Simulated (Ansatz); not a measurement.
Relaxation of Cl₂GaHO (5 atoms, charge 0, multiplicity 1), to a largest force component of 0.03 eV/Å in at most 50 steps.

Level of theory: Ansatz 0.2.0, RKS BLYP-D4/def2-SVP.

```xyz
5
Properties=species:S:1:pos:R:3
Ga -0.007 0.359 -0.327
Cl 1.871 -0.816 -0.188
O -1.023 -0.440 0.920
H -0.363 -1.108 1.203
Cl -0.477 2.005 -1.609
```

Question: Where does it end, and by what steps?

Answer: The run converged. After 5 steps the energy has fallen by 0.211 eV; H4 moved furthest, 0.40 Å.

```json
{"step": "0", "energy less start (eV)": "0.0000", "largest force component (eV/Å)": "0.503", "accepted": "yes"}
{"step": "1", "energy less start (eV)": "-0.1298", "largest force component (eV/Å)": "0.558", "accepted": "yes"}
{"step": "2", "energy less start (eV)": "-0.1808", "largest force component (eV/Å)": "0.899", "accepted": "yes"}
{"step": "3", "energy less start (eV)": "-0.1632", "largest force component (eV/Å)": "1.149", "accepted": "no"}
{"step": "4", "energy less start (eV)": "-0.2073", "largest force component (eV/Å)": "0.222", "accepted": "yes"}
{"step": "5", "energy less start (eV)": "-0.2107", "largest force component (eV/Å)": "0.028", "accepted": "yes"}
```

```xyz
5
Properties=species:S:1:pos:R:3
Ga 0.135 0.243 -0.292
Cl 2.101 -0.643 -0.463
O -1.070 -0.375 0.883
H -0.714 -1.127 1.398
Cl -0.452 1.902 -1.527
```

Time of the run: 7.6 s on 2 threads of Arm Neoverse V2, on a shared host, peak memory 0.13 GiB.
